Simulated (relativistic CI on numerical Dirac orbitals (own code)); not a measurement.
# Forbidden transitions in Ir24+

Calculated at this level of theory: Dirac-Coulomb-Breit CI, orbitals from a KLI potential per configuration, QED by a radiative potential, unscaled Slater integrals (own radial code, finite nucleus).

CI space (outside the closed core [Ar] 3d10): 4s²4p⁶4d¹⁰4f⁷, 4s²4p⁶4d¹⁰4f⁶5s, 4s²4p⁶4d¹⁰4f⁵5s², 4s²4p⁶4d⁹4f⁸, 4s²4p⁶4d¹⁰4f⁶5p, 4s²4p⁵4d¹⁰4f⁸, 4s²4p⁶4d¹⁰4f⁶6s, 4s4p⁶4d¹⁰4f⁸, 4p⁶4d¹⁰4f⁹. Levels of other configurations are missing.

```
λ vac (Å)                       Lower                       Upper  Type   A (s⁻¹)  log gf
   928.78    4s²4p⁶4d¹⁰4f⁷ ⁸S°7/2 [1]   4s²4p⁶4d¹⁰4f⁷ ⁶I°7/2 [15]    M1  1.88e+02   -6.71
   930.59    4s²4p⁶4d¹⁰4f⁷ ⁸S°7/2 [1]   4s²4p⁶4d¹⁰4f⁷ ⁶D°5/2 [14]    M1  7.41e+02   -6.24
   990.96    4s²4p⁶4d¹⁰4f⁷ ⁸S°7/2 [1]   4s²4p⁶4d¹⁰4f⁷ ⁶D°7/2 [12]    M1  6.91e+02   -6.09
   1076.3    4s²4p⁶4d¹⁰4f⁷ ⁸S°7/2 [1]   4s²4p⁶4d¹⁰4f⁷ ⁶D°9/2 [11]    M1  1.28e+02   -6.65
   1291.1    4s²4p⁶4d¹⁰4f⁷ ⁸S°7/2 [1]    4s²4p⁶4d¹⁰4f⁷ ⁶I°7/2 [4]    M1  2.74e+02   -6.26
   1357.1    4s²4p⁶4d¹⁰4f⁷ ⁸S°7/2 [1]    4s²4p⁶4d¹⁰4f⁷ ⁶P°5/2 [3]    M1  1.63e+03   -5.57
   1556.5    4s²4p⁶4d¹⁰4f⁷ ⁸S°7/2 [1]    4s²4p⁶4d¹⁰4f⁷ ⁶P°7/2 [2]    M1  1.43e+03   -5.38
   2005.5    4s²4p⁶4d¹⁰4f⁷ ⁶I°7/2 [4]   4s²4p⁶4d¹⁰4f⁷ ⁶G°7/2 [24]    M1  2.01e+02   -6.01
   2144.8    4s²4p⁶4d¹⁰4f⁷ ⁶P°7/2 [2]   4s²4p⁶4d¹⁰4f⁷ ⁴F°5/2 [17]    M1  4.33e+02   -5.75
   2155.1   4s²4p⁶4d¹⁰4f⁷ ⁶I°13/2 [9]  4s²4p⁶4d¹⁰4f⁷ ⁴L°13/2 [31]    M1  2.20e+02   -5.67
   2198.4    4s²4p⁶4d¹⁰4f⁷ ⁶I°9/2 [6]  4s²4p⁶4d¹⁰4f⁷ ⁴G°11/2 [25]    M1  1.80e+02   -5.81
   2199.8    4s²4p⁶4d¹⁰4f⁷ ⁶I°9/2 [6]   4s²4p⁶4d¹⁰4f⁷ ⁶G°7/2 [24]    M1  3.19e+02   -5.73
   2302.9    4s²4p⁶4d¹⁰4f⁷ ⁶P°7/2 [2]   4s²4p⁶4d¹⁰4f⁷ ⁶I°7/2 [15]    M1  5.51e+02   -5.46
   2555.1   4s²4p⁶4d¹⁰4f⁷ ⁶I°11/2 [8]   4s²4p⁶4d¹⁰4f⁷ ⁴G°9/2 [23]    M1  3.74e+02   -5.44
   2689.4    4s²4p⁶4d¹⁰4f⁷ ⁶P°5/2 [3]   4s²4p⁶4d¹⁰4f⁷ ⁴F°5/2 [17]    M1  4.81e+02   -5.50
   2839.5  4s²4p⁶4d¹⁰4f⁷ ⁶I°15/2 [10]  4s²4p⁶4d¹⁰4f⁷ ⁶G°13/2 [22]    M1  2.30e+02   -5.41
   2874.0   4s²4p⁶4d¹⁰4f⁷ ⁶I°17/2 [7]  4s²4p⁶4d¹⁰4f⁷ ⁴N°17/2 [20]    M1  3.60e+02   -5.10
   2916.3    4s²4p⁶4d¹⁰4f⁷ ⁶P°5/2 [3]   4s²4p⁶4d¹⁰4f⁷ ⁶D°3/2 [16]    M1  3.52e+02   -5.75
   3020.1   4s²4p⁶4d¹⁰4f⁷ ⁶D°9/2 [11]   4s²4p⁶4d¹⁰4f⁷ ⁴G°9/2 [23]    M1  4.11e+02   -5.25
   3309.8    4s²4p⁶4d¹⁰4f⁷ ⁶I°7/2 [4]   4s²4p⁶4d¹⁰4f⁷ ⁶I°7/2 [15]    M1  8.89e+02   -4.93
```

Terms are leading LS components. Brackets give the number of a level in order of energy, since labels repeat. The list gives strong lines, with weight on those to low levels, among the lowest 400 of 8566 levels, so that lines to higher ones, which can be the strongest, are missing. Levels whose partners in the same complex of configurations lie outside the list can be far off, and so can their lines. Rates are taken at the computed energies, electric ones in the length gauge.

At this charge energies of transitions that change n are usually good to better than 1 %, and those within a shell (Δn = 0) to a few per cent. Terms inside the open d or f shell come out 10 to 20 % too wide with unscaled integrals.

LS names give the leading component of a level, which can be under half, so a name can repeat, a term be missing and a line seem to break the LS rules.
